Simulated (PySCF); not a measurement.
From one molecule to another.

First species: C5H9F.
SMILES: `C=C[C@H](F)CC`

Second species: PhCH2CHFCH3, C9H11F.
InChI=1S/C9H11F/c1-8(10)7-9-5-3-2-4-6-9/h2-6,8H,7H2,1H3/t8-/m0/s1

Levels: wB97X-D/def2-SVPD for dipole moment, HOMO energy, LUMO energy, HOMO–LUMO gap, static isotropic polarisability and electronic spatial extent ⟨r²⟩ about the centre of nuclear charge; TDDFT wB97X-D/def2-SVPD for lowest singlet excitation; PBE0-D3(BJ)/def2-SVP for rotational constant A and rotational constant C. Geometries: PBE0-D3(BJ)/def2-SVP. Each species is one conformer at its optimised geometry, gas phase, non-relativistic unless stated; the electronic structure was computed with PySCF and density fitting.

Dipoles, sizes and rotational constants follow the conformer. The torsions of the flexible species, by atom-mapped SMILES:
- `[CH2:1]=[CH:2][C@H:3]([F:4])[CH2:5][CH3:6]`: C1–C2–C3–F4 4°, C2–C3–C5–C6 -179°
- `[CH3:1][C@H:2]([F:3])[CH2:4][c:5]1[cH:6][cH:7][cH:8][cH:9][cH:10]1`: C1–C2–C4–C5 -65°, C2–C4–C5–C6 102°

Values for the first species:

```
Dipole moment                                                     : 1.75 D
HOMO energy                                                       : -9.50 eV
LUMO energy                                                       : 1.95 eV
HOMO–LUMO gap                                                     : 11.45 eV
Lowest singlet excitation                                         : 7.50 eV
Static isotropic polarisability                                   : 63.8 au
Electronic spatial extent ⟨r²⟩ about the centre of nuclear charge : 703 bohr²
Rotational constant A                                             : 7.722 GHz
Rotational constant C                                             : 1.830 GHz
```

Q: Estimate the same properties for the second species, and the change in each.

A: 
| property | first | second | second less first |
| --- | --- | --- | --- |
| dipole moment | 1.75 D | 1.90 D | +0.15 D |
| HOMO energy | -9.50 eV | -8.98 eV | +0.52 eV |
| LUMO energy | 1.95 eV | 1.27 eV | -0.68 eV |
| HOMO–LUMO gap | 11.45 eV | 10.25 eV | -1.20 eV |
| lowest singlet excitation | 7.50 eV | 5.42 eV | -2.08 eV |
| static isotropic polarisability | 63.8 au | 104.3 au | +40.5 au |
| electronic spatial extent ⟨r²⟩ about the centre of nuclear charge | 703 bohr² | 1735 bohr² | +1032 bohr² |
| rotational constant A | 7.722 GHz | 3.135 GHz | -4.587 GHz |
| rotational constant C | 1.830 GHz | 0.663 GHz | -1.167 GHz |

On the first: The dipole matches unit charges of opposite sign 0.37 Å apart (1 e·Å = 4.8032 D).

On the second: No computed singlet falls in the visible range (750 to 380 nm, 1.65 to 3.26 eV); S1 lies 2.16 eV above its blue end. In atomic units the dipole is 0.75 e·bohr (1 au = 2.5417 D).
